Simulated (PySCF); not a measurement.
Species: C4H7PSe.
Atom-mapped SMILES: `[CH3:1][CH2:2][C:3]1=[CH:4][P@H:5]1=[Se:6]` (hydrogens: H7, H8, H9 on C1; H10, H11 on C2; H12 on C4; H13 on P5)

Method: PBE0-D3(BJ)/def2-SVP geometry optimisation, gas phase (PySCF 2.14.0); density fitting, grid level 1; the optimiser is geomeTRIC in internal coordinates, started from a GFN2-xTB structure with every atom displaced at random (about 0.01 Å).

Step 0: E = -78868.9691 eV
```
atom  x, y, z in Å  |  force x, y, z in eV/Å
C1     -1.6037    0.6460    0.2696   -1.004   1.003   0.216
C2     -0.9170   -0.6454    0.5845    0.111  -0.047   0.383
C3      0.4653   -0.5732    0.1258    2.896  -0.580  -1.058
C4      1.4898   -1.1806   -0.5447   -2.029   1.998   1.650
P5      1.9001    0.5166   -0.1494   -1.129  -0.839  -0.788
Se6     2.0447    2.1276   -1.4665    0.071  -0.007   0.182
H7     -1.6159    0.8436   -0.8081   -0.033   0.004  -0.153
H8     -1.0964    1.5105    0.7388   -0.033  -0.209  -0.054
H9     -2.6537    0.6476    0.6369    0.346  -0.028  -0.186
H10    -0.9288   -0.8126    1.6778    0.066  -0.096  -0.075
H11    -1.4212   -1.4865    0.1104   -0.205  -0.425  -0.109
H12     1.6663   -2.0926   -1.0588    0.382  -0.980  -0.639
H13     2.6764    0.4822    0.9949    0.560   0.207   0.632
```

Task: Estimate the geometry and energy of step 1. (The exact step hangs on the optimiser's Hessian estimate; all steps are aligned on step 0, rigid shifts and turns removed.)

Result: E = -78869.1140 eV, largest force 0.320 eV/Å
```
atom  x, y, z in Å  |  force x, y, z in eV/Å
C1     -1.6986    0.6543    0.2758    0.042   0.027  -0.002
C2     -0.8952   -0.6040    0.5825    0.042   0.146  -0.072
C3      0.5104   -0.5102    0.1259    0.125  -0.115  -0.101
C4      1.4517   -1.1772   -0.5381    0.026   0.097  -0.055
P5      1.9729    0.4845   -0.1761   -0.171  -0.216   0.163
Se6     2.2202    2.1122   -1.4495   -0.004   0.009   0.018
H7     -1.7357    0.8473   -0.8056   -0.020  -0.008  -0.025
H8     -1.2482    1.5390    0.7480    0.017   0.017   0.028
H9     -2.7260    0.5508    0.6490   -0.055   0.016  -0.013
H10    -0.8857   -0.7817    1.6715   -0.004  -0.042   0.015
H11    -1.3591   -1.4847    0.1076    0.015  -0.043   0.077
H12     1.6162   -2.1185   -1.0743    0.010   0.097   0.072
H13     2.7830    0.4712    0.9944   -0.022   0.017  -0.106
```

The energy changes by -0.1449 eV. The first-order estimate −F·Δx gives -0.3129 eV and the mean of the old and new forces, exact on a quadratic surface, -0.1491 eV. The step makes an angle of 81° with the force vector and moves no atom by more than 0.177 Å.

What follows is the cost of the whole optimisation. Time: 59 s wall; peak memory 0.56 GiB. Hardware: an AMD EPYC 9B45 with one thread (shared host).
